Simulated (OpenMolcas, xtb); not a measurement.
CH7BNP (SMILES CB(N)P): methods side by side

CH7BNP has 11 atoms, charge 0, and is taken as a singlet. SMILES: `CB(N)P`. The shape is that of a PBE0-D4/def2-TZVP optimisation. This is one conformer, not always the lowest.

Quantity: the vertical energy of the triplet above the singlet, in eV. The values are calculated.

```csv
level,kind,program,value (eV),CPU time (all runs)
GFN0-xTB,semi-empirical,xtb,4.49,under 2 s
HF/def2-SVP,Hartree–Fock,OpenMolcas,5.52,37 s
SVWN5/def2-SVP,LDA,OpenMolcas,5.25,1.8 min
BLYP/def2-SVP,GGA,OpenMolcas,5.18,2.8 min
TPSS/def2-SVP,meta-GGA,OpenMolcas,5.22,3.8 min
r2SCAN/def2-SVP,meta-GGA,OpenMolcas,5.25,3.6 min
PBE0/def2-SVP,global hybrid,OpenMolcas,5.38,2.9 min
```

The values span 4.49 to 5.52 eV. GFN0-xTB: no spin polarisation, so open shells miss the exchange term that lowers them. A triplet this far above the singlet is often a Rydberg-like or dissociative state; sets without diffuse functions put Rydberg states too high. Times are those of the runs behind each value, whatever else they computed, on shared processors of several kinds: orders of magnitude only.
